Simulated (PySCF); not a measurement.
## Löwdin shares of the frontier orbitals

C5H7F2N.
Z-matrix (Å and degrees, PBE0-D3(BJ)/def2-SVP geometry), rows numbered from 1:
```
C 
C   1  1.3392
C   2  1.4696  1  125.16
N   3  1.2752  2  126.74  1  -177.81
C   4  1.4372  3  121.41  2     0.73
C   3  1.5149  2  119.31  1     3.14
F   6  1.3531  3  110.89  2    58.53
F   6  1.3546  3  110.85  2   -60.32
H   1  1.0917  2  122.23  3     0.47
H   1  1.0929  2  120.56  3  -179.55
H   2  1.0933  1  118.77  3   179.41
H   5  1.1045  4  110.45  3   -77.04
H   5  1.0992  4  109.44  3   165.25
H   5  1.1043  4  113.95  3    44.15
H   6  1.1012  3  109.23  2   179.23
```

Computed, not measured: PySCF, TDDFT wB97X-D/def2-SVPD, vertical, gas phase, core orbitals frozen in the response.

Frontier orbitals with the atoms that hold most of them (Löwdin shares over 4%, at most four atoms; ? is withheld):

| orbital | ε (eV) | atoms |
| --- | --- | --- |
| LUMO+2 | 2.73 | C2 20%, C3 15%, C1 14%, N4 9% |
| LUMO+1 | 2.30 | C5 23%, C2 13%, H11 11%, C1 10% |
| LUMO | -0.06 | C1 25%, N4 25%, C3 17%, C2 15% |
| HOMO | -9.53 | ? |
| HOMO-1 | -9.67 | ? |
| HOMO-2 | -11.65 | F8 19%, C6 16%, F7 15%, C3 12% |
| HOMO-3 | -11.81 | C3 21%, C2 19%, N4 14%, C5 12% |

(1) Give the leading atoms of the HOMO-1.

(2) Give the leading atoms of the HOMO.

(3) The HOMO–LUMO gap is 9.47 eV. Where does the response calculation put the lowest singlet, and from which orbitals?

(4) One configuration dominates each of S1, S2, S3 and S6. Which, and how do the shares of the two leading atoms of either orbital change from the occupied to the empty one?

Answers

(1) C1 (bonded to C and 2 H) 26%; C2 (bonded to 2 C and H) 23%; N4 (bonded to 2 C) 23%; C3 (bonded to 2 C and N) 11%. By element: carbon 60% or more, nitrogen 23%.

(2) N4 (bonded to 2 C) 54%; C5 (bonded to N and 3 H) 12%; C3 (bonded to 2 C and N) 10%; C2 (bonded to 2 C and H) 6%. By element: nitrogen 54%, carbon 28% or more.

(3) S1 is at 4.31 eV (f = 0.0011), 5.17 eV below the gap, made of HOMO→LUMO (91%). 

(4) 
- S1 (4.31 eV, f 0.0011), HOMO→LUMO (91%): N4 54% → 25%, C5 12% → at most 16%, C1 at most 6% → 25%
- S2 (5.92 eV, f 0.530), HOMO-1→LUMO (94%): C1 26% → 25%, C2 23% → 15%, N4 23% → 25%
- S3 (6.70 eV, f 0.0002), HOMO-2→LUMO (89%): F8 19% → at most 16%, C6 16% → at most 16%, C1 at most 12% → 25%, N4 at most 12% → 25%
- S6 (7.78 eV, f 0.0091), HOMO→LUMO+1 (78%): N4 54% → at most 11%, C5 12% → 23%, C2 6% → 13%

Löwdin shares depend on the basis, the more so with diffuse functions.

One conformer stands for the species.
